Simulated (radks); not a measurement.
Q: The mean radii <r> (bohr) of the occupied orbitals of an atom or ion are listed with their occupations. Method: Dirac Kohn-Sham, LDA (Slater exchange, VWN5 correlation), spin-unpolarised, spherical densities, point nucleus; computed with a radial shooting solver on a logarithmic mesh with Libxc functionals.

| orbital | occ. | <r> |
|---|---|---|
| 1s1/2 | 2 | 0.01933 |
| 2s1/2 | 2 | 0.08128 |
| 2p1/2 | 2 | 0.06743 |
| 2p3/2 | 4 | 0.07504 |
| 3s1/2 | 2 | 0.2124 |
| 3p1/2 | 2 | 0.2021 |
| 3p3/2 | 4 | 0.2164 |
| 3d3/2 | 4 | 0.1899 |
| 3d5/2 | 6 | 0.1943 |
| 4s1/2 | 2 | 0.4776 |
| 4p1/2 | 2 | 0.4844 |
| 4p3/2 | 4 | 0.5172 |
| 4d3/2 | 4 | 0.5393 |
| 4d5/2 | 6 | 0.5507 |
| 5s1/2 | 2 | 1.150 |
| 5p1/2 | 2 | 1.273 |
| 5p3/2 | 4 | 1.373 |
| 4f5/2 | 5.57143 | 0.6808 |
| 4f7/2 | 7.42857 | 0.6924 |
| 5d3/2 | 0.4 | 1.919 |
| 5d5/2 | 0.6 | 1.963 |

Name the element and its charge. Open shells, if any, are shared by 2j + 1.

A: Z = 71, lutetium, charge +3: Lu3+ in [Xe] 4f13 5d1. The 1s radius gives Z: for a bare nucleus <r> = (2 gamma + 1)/(2Z) with gamma = sqrt(1 - (Z/c)^2), 0.01909 bohr for Z = 71, and screening makes it slightly larger (0.01933 here). The occupations add up to 68, and the charge is Z minus that.
